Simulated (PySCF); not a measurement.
## MN15 on Pb²⁺ (lead, charge +2)

Configuration: [Xe] 4f14 5d10 6s2, closed-shell 1S. Computed with PySCF 2.14 in aug-cc-pwCVTZ-DK3 (11s10p8d5f1g, 125 functions), with scalar relativity by spin-free X2C-1e.

```
Total energy                        : -20897.52 hartree
One-electron energy                 : -28508.89 hartree
Hartree (Coulomb) energy            : 8020.55 hartree
Exchange-correlation energy         : -409.18 hartree
⟨S²⟩                                : 0.0000
⟨L²⟩                                : 0.000
Sum of ⟨r⟩                          : 42.29 bohr
Sum of ⟨r²⟩                         : 45.77 bohr²
Langevin diamagnetic susceptibility : -36.3 ×10⁻⁶ cm³/mol
Time after the integrals            : roughly 20 core-seconds
```

```json
{"shell": "1s", "electrons": "2", "mean orbital energy (eV)": "-87965.3", "rms radius, mean of both spins (bohr)": "0.0181"}
{"shell": "2s", "electrons": "2", "mean orbital energy (eV)": "-15646.6", "rms radius, mean of both spins (bohr)": "0.0730"}
{"shell": "2p", "electrons": "6", "mean orbital energy (eV)": "-13536.1", "rms radius, mean of both spins (bohr)": "0.0672"}
{"shell": "3s", "electrons": "2", "mean orbital energy (eV)": "-3745.6", "rms radius, mean of both spins (bohr)": "0.187"}
{"shell": "3p", "electrons": "6", "mean orbital energy (eV)": "-3146.3", "rms radius, mean of both spins (bohr)": "0.189"}
{"shell": "3d", "electrons": "10", "mean orbital energy (eV)": "-2493.5", "rms radius, mean of both spins (bohr)": "0.173"}
{"shell": "4s", "electrons": "2", "mean orbital energy (eV)": "-849.47", "rms radius, mean of both spins (bohr)": "0.411"}
{"shell": "4p", "electrons": "6", "mean orbital energy (eV)": "-653.68", "rms radius, mean of both spins (bohr)": "0.439"}
{"shell": "4d", "electrons": "10", "mean orbital energy (eV)": "-417.53", "rms radius, mean of both spins (bohr)": "0.466"}
{"shell": "5s", "electrons": "2", "mean orbital energy (eV)": "-165.51", "rms radius, mean of both spins (bohr)": "0.905"}
{"shell": "4f", "electrons": "14", "mean orbital energy (eV)": "-155.47", "rms radius, mean of both spins (bohr)": "0.498"}
{"shell": "5p", "electrons": "6", "mean orbital energy (eV)": "-107.43", "rms radius, mean of both spins (bohr)": "1.04"}
{"shell": "5d", "electrons": "10", "mean orbital energy (eV)": "-40.824", "rms radius, mean of both spins (bohr)": "1.39"}
{"shell": "6s", "electrons": "2", "mean orbital energy (eV)": "-29.357", "rms radius, mean of both spins (bohr)": "2.30"}
```

Spin-orbit coupling, which splits the p, d and f shells strongly at this Z, is absent.

Densities and radii are taken from the X2C orbitals without a picture-change correction, which distorts them close to the nucleus.
